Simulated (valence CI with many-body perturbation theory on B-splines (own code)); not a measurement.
Results of a calculation; reference values are marked as such.
## Ladder of approximations for Cl¹¹⁺

Method: valence CI with perturbative core correlation (CI+MBPT): four valence electrons over a frozen Dirac-Fock core [He], radial functions for each j: 11 s, 11 p, 9 d, 7 f, 5 g, 2 h, 1 i, with the one-electron correlation potential Σ1, the two-electron term Σ2, the three-electron term Σ3, Breit, model QED; selected CI, second order for the rest, scaled by the run's own slope (own B-spline code, finite nucleus).

No measured levels were compared; by estimate levels of excited configurations hold to 0.05 to 0.15 % of their energy, terms of the ground configuration to about 0.5 %. Among the levels kept, up to 260 cm⁻¹ of a level comes from second order outside the variational space, and about a tenth of that is noise between levels of different J, which matters for small intervals.

Each rung adds one term. CI alone is the Dirac-Coulomb CI over the frozen core; QED comes last and gives the full result, which names the levels. Energies are above 2s²2p² ³P_0 on the same rung, in cm⁻¹.

Names give the largest LS component (configuration and term), which can be under half, so a name can repeat, a term be missing and a line seem to break the LS rules; names also repeat where a configuration has a term twice.

| Level | CI alone | + Σ1 | + Σ2 | + Σ3 | + Breit | Full |
| --- | --- | --- | --- | --- | --- | --- |
| 2s²2p² ³P_1 | 7559 | 7585 | 7570 | 7573 | 7198 | 7221 |
| 2s²2p² ³P_2 | 17824 | 17877 | 17870 | 17867 | 16560 | 16606 |
| 2s²2p² ¹D_2 | 76616 | 76690 | 76930 | 76712 | 75592 | 75636 |
| 2s²2p² ¹S_0 | 147198 | 147237 | 148123 | 147708 | 147121 | 147130 |
| 2s2p³ ⁵S°_2 | 208500 | 207416 | 207116 | 207305 | 206612 | 205965 |
| 2s2p³ ³D°_2 | 391183 | 390138 | 389629 | 389408 | 388890 | 388231 |
| 2s2p³ ³D°_1 | 391435 | 390391 | 389879 | 389658 | 389296 | 388637 |
| 2s2p³ ³D°_3 | 392604 | 391566 | 391047 | 390829 | 389542 | 388889 |
| 2s2p³ ³P°_0 | 457968 | 456954 | 456694 | 456358 | 456176 | 455522 |
| 2s2p³ ³P°_1 | 458438 | 457426 | 457153 | 456816 | 456330 | 455679 |
| 2s2p³ ³P°_2 | 459359 | 458353 | 458072 | 457737 | 457065 | 456419 |
| 2s2p³ ¹D°_2 | 582567 | 581540 | 579692 | 578999 | 578113 | 577441 |
| 2s2p³ ³S°_1 | 587463 | 586389 | 583452 | 582680 | 582192 | 581499 |
| 2s2p³ ¹P°_1 | 649690 | 648691 | 647053 | 646242 | 645683 | 645016 |
| 2p⁴ ³P_2 | 889691 | 887567 | 884982 | 884309 | 884099 | 882732 |
| 2p⁴ ³P_1 | 901698 | 899608 | 897026 | 896354 | 895952 | 894616 |
| 2p⁴ ³P_0 | 905764 | 903682 | 901109 | 900436 | 899867 | 898539 |
| 2p⁴ ¹D_2 | 953175 | 951104 | 948854 | 948183 | 947537 | 946194 |
| 2p⁴ ¹S_0 | 1079990 | 1078030 | 1075900 | 1075070 | 1075120 | 1073820 |
| 2s²2p3s ³P°_0 | 2711420 | 2713250 | 2713280 | 2712830 | 2711550 | 2711790 |
| 2s²2p3s ³P°_1 | 2714810 | 2716640 | 2716640 | 2716200 | 2714770 | 2715010 |
| 2s²2p3s ³P°_2 | 2729450 | 2731320 | 2731350 | 2730910 | 2728650 | 2728930 |
| 2s²2p3s ¹P°_1 | 2744930 | 2746800 | 2746630 | 2746180 | 2744040 | 2744330 |
| 2s²2p3p ¹P_1 | 2811440 | 2813050 | 2812980 | 2812540 | 2811290 | 2811350 |
| 2s²2p3p ³D_1 | 2824020 | 2825650 | 2825580 | 2825140 | 2823490 | 2823570 |
| 2s²2p3p ³D_2 | 2825920 | 2827540 | 2827480 | 2827030 | 2825430 | 2825500 |
| 2s²2p3p ³D_3 | 2838220 | 2839880 | 2839810 | 2839370 | 2837070 | 2837180 |
| 2s²2p3p ³S_1 | 2843850 | 2845470 | 2845400 | 2844960 | 2843150 | 2843220 |
| 2s²2p3p ³P_0 | 2845180 | 2846730 | 2846530 | 2846090 | 2844830 | 2844860 |
| 2s²2p3p ³P_1 | 2853570 | 2855170 | 2855020 | 2854580 | 2852710 | 2852770 |
| 2s²2p3p ³P_2 | 2857620 | 2859210 | 2859020 | 2858580 | 2856470 | 2856530 |

Problem. How does the ionisation energy move along the ladder, and which term matters most?

Solution. CI alone 591.90, + Σ1 592.15, + Σ2 592.14, + Σ3 592.08, + Breit 591.89, + QED 591.90 eV. The largest step is Σ1, 0.25 eV. NIST lists 591.58 ± 0.19 eV (semi-empirical).
